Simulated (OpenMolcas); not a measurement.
Os4+ among 8 point charges of -1.2 e arranged as a cube (Oh).

| Quantity | Value |
| --- | --- |
| Program | OpenMolcas 26.06 |
| Method | CASSCF |
| Basis | ANO-RCC-VDZP [7s6p4d2f1g] |
| Scalar Hamiltonian | DKH2, point nucleus |
| Active space | 4 electrons in 5 orbitals (5d) |
| State averaging | 2S+1 = 5 even, 5 roots; 2S+1 = 3 even, 45 roots; 2S+1 = 1 even, 50 roots |
| Spin-orbit coupling | state interaction with AMFI integrals over the reference wave functions |

All point charges move together. At R = 1.92 Å |10Dq| is 8006 cm-1, and at R = 2.08 Å it is 5490 cm-1.

**Question.** A third run gives 12352 cm-1. What distance was it run at?

**Answer.** With a power law R^-n the two known points give n = -ln(5490 / 8006) / ln(2.08 / 1.92) = 4.71. Then R = 1.92 × (8006 / 12352)^(1/4.71) = 1.751 Å. The run was at 1.75 Å, so the estimate is off by +0.001 Å.

Without dynamic correlation the repulsion within the d shell is too large (B by tens of per cent), so at a given field states of lower spin stand too high. Point charges give a weaker field than real ligands, and real ions of this kind are as a rule low spin; the high spin found here belongs to the model. Spin-orbit coupling mixes the spin-free states strongly: the lowest level takes only 40 % from its leading state, 5T2 (figures for R = 1.75; the like holds for R = 1.92, R = 2.08). This shell can be high or low spin here, a state of another spin lies low, and with metal d orbitals alone active their balance is uncertain, so the ground spin may be wrong (holds for R = 1.75). This is an electrostatic model: the charges have no orbitals. No measured value stands beside these numbers.
